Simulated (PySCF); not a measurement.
PySCF input file for C4H7BO2, SMILES C=C=COB(C)O, PBE/pcSseg-1. Coordinates come from a B3LYP-D3(BJ)/def2-SVP optimisation. The structure was generated by enumeration, and PubChem lists no compound with its InChIKey, so it may never have been made. The values are those of a single conformer.

```python
import numpy as np
from pyscf import gto, scf, dft
from pyscf.prop.nmr import rks as nmr

mol = gto.M(
    atom='''
    C     3.36475628   -0.58711723    0.51681977
    C     2.16986040   -0.18897934    0.16102476
    C     0.98896640    0.24078967   -0.22333140
    O    -0.17877886   -0.27949274    0.27198748
    B    -1.41843696    0.15793815   -0.11913459
    C    -2.68241246   -0.56355399    0.48777562
    O    -1.47657485    1.17386898   -1.03143710
    H     3.89708170   -0.12956880    1.36038335
    H     3.88226991   -1.39911466   -0.00969545
    H     0.88559283    1.04165003   -0.96335193
    H    -2.46058378   -0.99814836    1.47389801
    H    -2.98269197   -1.39844280   -0.17122519
    H    -3.55705177    0.10073580    0.58481292
    H    -2.37662600    1.43135360   -1.25728412
    ''',
    basis='pcSseg-1',
    charge=0,
    spin=0,
    max_memory=1600,
    verbose=3,
)
mf = dft.RKS(mol, xc='pbe')
mf.grids.level = 3
mf.conv_tol = 1e-10
mf.max_cycle = 100
mf.kernel()
n = nmr.NMR(mf)
n.verbose = 2
n.max_cycle_cphf = 60
sigma = n.kernel()
print('atom   isotropic/ppm   span/ppm')
for i, s in enumerate(sigma):
    w = np.linalg.eigvalsh((s + s.T) / 2)
    print(f'{mol.atom_symbol(i):2s}{i + 1:3d} {w.mean():14.3f} {w[2] - w[0]:11.3f}')
```

Program output:

```
converged SCF energy = -331.540420696781
atom   isotropic/ppm   span/ppm
C   1         88.858     156.607
C   2        -37.723      51.597
C   3         60.965     128.675
O   4        162.182     254.567
B   5         66.531      43.147
C   6        180.980      21.303
O   7        185.979     221.832
H   8         25.560       4.568
H   9         25.565       4.568
H  10         23.448       9.441
H  11         30.689      10.151
H  12         30.714       8.872
H  13         31.311       9.614
H  14         27.187      11.764
```

The calculation finished and met its thresholds.

Cost: roughly 30 core-seconds.
